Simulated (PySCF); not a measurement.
WOCl3, SMILES [O]=[W]([Cl])([Cl])[Cl] (connectivity only; charge and spin as stated), neutral, multiplicity 2.

Geometry optimised at PBE0-D3(BJ)/def2-SVP. The multiplicity is an assumed one; other spin states were not compared. The def2 effective core potentials stand for the cores of W; spin–orbit coupling is left out.

All values below come from ωB97X/def2-TZVP (PySCF).

Gas-phase values at a fixed geometry.

The total energy comes out as -1523.18130 hartree, the point group is Cs and the α spin, highest occupied and lowest empty level is -9.12 and -1.71 eV. The β spin, highest occupied and lowest empty level comes out as -11.77 and -1.42 eV and the dipole moment is 1.33 D. The quadrupole, principal values (traceless, Buckingham form, about the centre of nuclear charge) is -2.20, 1.08, 1.13 D·Å and the mean static polarisability is 76.8 bohr³ (11.38 Å³). The polarisability, principal values comes out as 67.4, 78.7, 84.2 bohr³ and the ⟨S²⟩ is 0.755 (pure state 0.75).
